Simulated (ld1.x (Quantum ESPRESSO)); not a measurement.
# LDA (PZ) TM dataset for Pt, scalar-relativistic all-electron reference.

```json
{
 "Element": "platinum (Pt)",
 "Generator": "ld1.x (Quantum ESPRESSO) 7.5",
 "Type": "norm-conserving Troullier–Martins (Kleinman–Bylander form)",
 "Functional": "LDA (PZ)",
 "Relativity": "scalar-relativistic",
 "Frozen core": "[Kr] 4d10 4f14",
 "Valence charge": "18",
 "Reference configuration": "5s2 5p6 5d9 6s1 6p0",
 "Partial waves": "5s (bound): rc 1.50 bohr; 5p (bound): rc 1.45 bohr; 5d (bound): rc 2.25 bohr",
 "Local potential": "all-electron potential smoothed inside 1.55 bohr (lloc = -2)",
 "Core correction": "none"
}
```

Occupied shells without a wave of their own: 6s. They enter only through the test configuration that unscreens the potential.

All-electron outer shells of the reference configuration (LDA (PZ), scalar-relativistic, ld1.x):

| shell | level (eV) | outermost node (bohr) | outermost maximum (bohr) |
| --- | --- | --- | --- |
| 4d | -306.79 | 0.20 | 0.42 |
| 5s | -102.20 | 0.49 | 0.87 |
| 4f | -70.51 | – | 0.38 |
| 5p | -56.29 | 0.53 | 0.98 |
| 5d | -6.38 | 0.57 | 1.26 |
| 6s | -5.97 | 1.14 | 2.38 |
| 6p | -0.96 | 1.36 | 3.55 |

Problem. Tests: 5s2 5p6 5d9 6s0 6p0; 5s2 5p6 5d8 6s0 6p0; 5s2 5p6 5d7 6s0 6p0; 5s1 5p6 5d9 6s1 6p0; 5s2 5p6 5d6 6s0 6p0; 5s2 5p6 5d8 6s1 6p1; 5s2 5p6 5d9.5 6s0.5 6p0. Which has the largest error in its energy relative to the reference configuration, and how large is it?

Solution. 5s2 5p6 5d6 6s0 6p0, with -10272 meV (all-electron minus pseudo) on +108.26 eV.

A Bessel basis up to 400 Ry misses an occupied level by 0.03 Ry, so cutoffs and ghosts were not judged. The potential misses its own reference levels by up to 3.5 eV, so it is not fit for use.
